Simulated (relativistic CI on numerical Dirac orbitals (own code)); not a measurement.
# Fe3+: sensitivity of the levels to the model

Base calculation: Dirac-Coulomb-Breit CI, separate exchange-only KLI orbitals for each configuration, QED by a radiative potential, valence Slater integrals scaled by 0.85, P86 correlation energy added to each configuration.

CI space (outside the closed core [Ne]): 3s²3p⁶3d⁵, 3s²3p⁶3d⁴4s, 3s²3p⁶3d⁴4p, 3s²3p⁶3d⁴4d, 3s²3p⁶3d⁴5s, 3s²3p⁵3d⁶, 3s²3p⁶3d⁴5p, 3s²3p⁶3d⁴4f, 3s²3p⁶3d⁴5d, 3s²3p⁶3d³4s4p, 3s²3p⁶3d⁴6s, 3s²3p⁶3d⁴6p, 3s²3p⁶3d⁴5f, 3s²3p⁶3d⁴5g, 3s²3p⁶3d⁴6d, 3s3p⁶3d⁶, 3s²3p⁶3d³4s², 3s²3p⁶3d²4s²4p, 3s²3p⁶3d²4s²4d, 3s²3p⁶3d²4s²5s, 3s²3p⁶3d²4s²5p, 3s²3p⁶3d³4p², 3s²3p⁶3d²4s4p², 3s²3p⁶3d²4p³, 3s²3p⁶3d²4p²4d, 3s²3p⁶3d²4p²5s, 3s²3p⁶3d²4p²5p, 3s²3p⁶3d³4s4d, 3s²3p⁶3d²4s4p4d, 3s²3p⁶3d²4s4d², 3s²3p⁶3d²4s4d5s, 3s²3p⁶3d²4s4d5p. Double excitations out of closed p, d and f shells are left out; levels of such configurations are missing from the list, as are those of other unlisted configurations, and high levels can miss mixing partners.

Variants: (1) Slater integrals left unscaled; (2) no correlation estimate; (3) QED terms removed; (4) only the first configuration. Shifts of the energy above 3s²3p⁶3d⁵ ⁶S5/2, in cm⁻¹, for the lowest level and the first level of each name with at least 55 % of one term (blank where a level changes its place among those of its configuration and J or its character, or is not in the variant):

```tsv
Level	Base	Δ(1)	Δ(2)	Δ(3)	Δ(4)	Measured
3s²3p⁶3d⁵ ⁶S5/2	0.0	0.0	0.0	0.0	0.0	0.0
3s²3p⁶3d⁵ ⁴G11/2	31194.2	+5382.7	+6.2	+0.2	+19.7	32245.5
3s²3p⁶3d⁵ ⁴G9/2	31241.2	+5379.2	+6.2	+0.1	+19.8	
3s²3p⁶3d⁵ ⁴G5/2	31255.9	+5381.7	+6.2	+0.6	+20.3	
3s²3p⁶3d⁵ ⁴G7/2	31257.2	+5379.5	+6.2	+0.3	+20.1	
3s²3p⁶3d⁵ ⁴P5/2	35421.0	+6072.2	+0.7	+2.1	+586.0	35253.8
3s²3p⁶3d⁵ ⁴P3/2	35504.5	+6063.1	+0.7	+1.5	+582.9	35333.3
3s²3p⁶3d⁵ ⁴P1/2	35592.3	+6052.2	+0.5	+0.7	+578.9	35406.6
3s²3p⁶3d⁵ ⁴D7/2	38151.3	+6463.0	+2.5	+0.7	+788.9	38779.4
3s²3p⁶3d⁵ ⁴D1/2	38276.3	+6448.6	+2.5	0.0	+785.7	38896.7
3s²3p⁶3d⁵ ⁴D3/2	38333.6	+6441.2	+2.4	-0.6	+780.9	
3s²3p⁶3d⁵ ⁴D5/2	38335.7	+6441.1	+2.3	-0.8	+778.9	
3s²3p⁶3d⁵ ²I13/2	45048.0	+7848.0	+13.4	-0.2	-552.8	
3s²3p⁶3d⁵ ²I11/2	45049.1	+7855.1	+13.3	+0.4	-551.7	
3s²3p⁶3d⁵ ²D5/2	49224.7	+8400.2	+7.2	+4.3	+870.1	49541.5
3s²3p⁶3d⁵ ²D3/2	49708.3	+8359.6	+6.8	+1.4	+965.6	50051.4
3s²3p⁶3d⁵ ²F7/2	50978.6	+8631.3	+6.4	+0.8	+707.0	51394.2
3s²3p⁶3d⁵ ²F5/2	51732.2	+8615.8	+4.7	-3.0	+644.8	52166.7
3s²3p⁶3d⁵ ⁴F9/2	52178.8	+9141.9	-6.8	+0.6	+333.3	52620.7
3s²3p⁶3d⁵ ⁴F7/2	52264.0	+9126.9	-6.9	0.0	+323.9	52695.4
3s²3p⁶3d⁵ ⁴F5/2	52398.5	+9075.3	-5.1	-1.7	+413.4	
3s²3p⁶3d⁵ ⁴F3/2	52403.8	+9096.4	-6.8	-1.0	+370.8
```

Correlation outside the listed configurations is missing or only estimated: errors of thousands of cm⁻¹ between configurations and terms are usual at this charge. Rates and lifetimes follow the computed energies and can be off by large factors. The fine structure of a lone outer electron comes out too small, for d and f at times inverted, and misplaced configurations move strength between like terms. 54 of the 54 excited levels that our extract of the measured tables holds in this range could be paired (the sources list more); they are missed by 825 cm⁻¹ on average and 1447 at most, and levels without a partner can miss by more. Some levels of the ground configuration have no partner and can miss by 10 % or more.

Measured levels: Corliss and Sugar, J. Phys. Chem. Ref. Data 11, 135 (1982).

Ionisation energy from the two ground configurations alone: base 54.56 eV; Slater integrals left unscaled 54.96 eV; no correlation estimate 53.24 eV. The NIST ASD value (measured) is 54.91 eV.
